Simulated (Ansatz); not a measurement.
H6N3STa (`[NH2][Ta]([NH2])([NH2])=[S]`). The species carries charge 0 and has multiplicity 1. Ta takes the def2 core potential. The geometry is a stationary point of PBE0-D4/def2-TZVP. It is one conformer, not always the lowest.

```xyz
11

N    -0.660    1.626    0.642
Ta    0.388    0.001    0.226
N    -0.691   -1.582    0.715
N     0.724   -0.046   -1.722
S     2.268    0.008    1.322
H    -0.266    2.472    1.027
H    -1.667    1.651    0.710
H    -0.559   -2.119    1.560
H    -1.281   -2.089    0.071
H     1.591   -0.350   -2.141
H     0.155    0.428   -2.409
```

Problem. What is the dipole moment at ωB97M-V/def2-TZVPP? (Estimate.)

Solution. Ansatz gave: 4.60 D, with components (-3.97, -0.01, -2.32) D in this frame, pointing from negative to positive charge.

Problem. And with PBE, r2SCAN, B3LYP? (An estimate is asked.)

Solution. Ansatz gave: PBE 4.42 D, r2SCAN 4.60 D, B3LYP 4.48 D.

Problem. Give the Mulliken charges with ωB97M-V, PBE, r2SCAN in def2-TZVPP. (Estimate.)

Solution. Ansatz gave: 
| atom | ωB97M-V | PBE | r2SCAN |
| --- | --- | --- | --- |
| N1 | -0.38 | -0.39 | -0.47 |
| Ta2 | 0.64 | 0.50 | 0.74 |
| N3 | -0.38 | -0.39 | -0.47 |
| N4 | -0.38 | -0.39 | -0.47 |
| S5 | -0.30 | -0.32 | -0.36 |
| H6 | 0.14 | 0.17 | 0.18 |
| H7 | 0.13 | 0.16 | 0.17 |
| H8 | 0.14 | 0.17 | 0.18 |
| H9 | 0.13 | 0.16 | 0.17 |
| H10 | 0.14 | 0.17 | 0.18 |
| H11 | 0.13 | 0.16 | 0.17 |

B3LYP here is the variant with VWN-RPA as its local correlation; programs differ in this.
